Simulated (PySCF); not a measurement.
BrH2NPb, SMILES [NH2][Pb][Br] (connectivity only; charge and spin as stated), neutral, multiplicity 1.

Geometry optimised at r2SCAN-D4/def2-SVP. The def2 effective core potentials stand for the cores of Pb; spin–orbit coupling is left out. One conformer was computed; it need not be the lowest.

Method: PBE0/def2-TZVPD (PySCF).

Symmetry labels are those of the subgroup Cs that the program uses (full group Cs).

Task: List the valence orbital energies around the gap with their symmetry. (The exact figures need the calculation; the answer reports its results.)

Result: 
| orbital | symmetry | energy (eV) |
|---|---|---|
| HOMO−7 | A' | -20.15 |
| HOMO−6 | A' | -14.31 |
| HOMO−5 | A' | -13.21 |
| HOMO−4 | A' | -9.45 |
| HOMO−3 | A' | -7.98 |
| HOMO−2 | A" | -7.93 |
| HOMO−1 | A' | -7.53 |
| HOMO | A" | -7.20 |
| LUMO | A" | -2.34 |
| LUMO+1 | A' | -1.06 |
| LUMO+2 | A' | -0.27 |
| LUMO+3 | A' | 0.23 |
